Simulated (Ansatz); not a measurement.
Molecule: PbCl₂, net charge 0, singlet state. 
Geometry from a B3LYP-D3(BJ)/def2-TZVP (Ansatz, a first-principles code) optimisation:
```
Pb
Cl 1 2.4827
Cl 1 2.4827 2 99.63
```
Charge 0, spin multiplicity 1.

Computed values are from Ansatz. Cores are frozen in the correlated levels unless marked. UHF or UKS for open shells. Spin-orbit coupling is left out. The frozen core is the preceding noble-gas configuration, with the filled d and f shells of earlier blocks. Past Kr the def2 sets carry scalar-relativistic core potentials. Basis-set limits of correlation are two-point, X^-3; Hartree-Fock from the larger set. [CCSD(T)-MP2]/basis is that difference in the basis named.

What is the vertical triplet-singlet gap at RI-MP2/CBS(def2-TZVPPD,def2-QZVPPD)+[CCSD(T)-MP2]/def2-TZVPPD?

3.45 eV.

What is the total energy at CCSD(T)/CBS(def2-TZVPPD,def2-QZVPPD)?

-1111.5894 Eh.

What is the atomisation energy De at CCSD(T)/CBS(def2-TZVPPD,def2-QZVPPD)?

749.5 kJ/mol.

What is the dipole moment at CCSD(T)/def2-SVPD?

4.77 D.

What is the T1 diagnostic at CCSD/def2-QZVPPD?

0.011.
